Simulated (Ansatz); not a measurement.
**Worked example: AuF + SiH3(SH) → AuSH + SiH3F**

Species: AuF, singlet; SiH3(SH) (sulfanylsilane), singlet; AuSH `[SH][Au]`, singlet; SiH3F `F[SiH3]`, singlet. The partners trade F for SH: Au–F and Si–SH bonds give way to Au–SH and Si–F.

Shapes, held fixed at every level: PBE0-D4/def2-TZVP. Programs: Ansatz 0.2.0. The zero-point and thermal change to 298 K, harmonic and unscaled (PBE0-D4/def2-TZVP), is +1.2 kJ/mol.

At CCSD(T)/def2-TZVPP; 1 Eh = 2625.50 kJ/mol:

```
 species  energy (Eh)
     AuF  -235.081290
SiH3(SH)  -689.205236
    AuSH  -533.729532
   SiH3F  -390.646953
```

Q: Work out ΔH(298 K) of the reaction at this level.

A: 
1. Products less reactants: (-533.729532) + (-390.646953) − [(-235.081290) + (-689.205236)] = -0.089959 Eh = -236.2 kJ/mol.
2. With the thermal change: -236.2 + (+1.2) = -235.0 kJ/mol.

Other levels give -260.3 (MP2/def2-TZVPP) to -205.2 kJ/mol (HF/def2-SVP). No measured value is set beside it here. T1 is large for AuF, AuSH, so single-reference values are less sure there. For atoms past krypton def2 sets carry core potentials with scalar relativity. Correlated rows may include outer-core shells of Au, which these sets cover unevenly.
